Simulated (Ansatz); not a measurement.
Mulliken charges of `O[Si](O)(F)[SiH3]` from PBE/def2-TZVPP in Ansatz (PBE0-D4/def2-TZVP geometry).

```csv
atom,x (Å),y (Å),z (Å),charge (e)
O1,0.007,1.469,-1.262,-0.344
Si2,0.057,-0.070,-0.707,0.668
O3,1.526,-0.672,-1.050,-0.343
F4,-1.090,-0.879,-1.479,-0.274
Si5,-0.310,-0.300,1.585,0.019
H6,-0.850,1.856,-1.446,0.196
H7,1.936,-0.430,-1.883,0.195
H8,-1.653,0.246,1.921,-0.044
H9,-0.259,-1.731,1.982,-0.035
H10,0.719,0.460,2.341,-0.037
```

Question: By hand: the dipole of these point charges (1 e Å = 4.8032 D).

Answer: Σ q r = (0.071, 0.226, -0.134) e Å, of length 0.272 e Å = 1.31 D.

Question: How does the dipole of the full density compare? (Best estimate.)

Answer: The calculation gave: (-0.045, 0.252, -0.140) e Å, 1.40 D; the point charges give 0.94 times that, at 24° from its direction.

Point charges leave out the atoms' own dipoles, such as those of lone pairs, and Mulliken's split depends on the basis, so the two needn't agree.
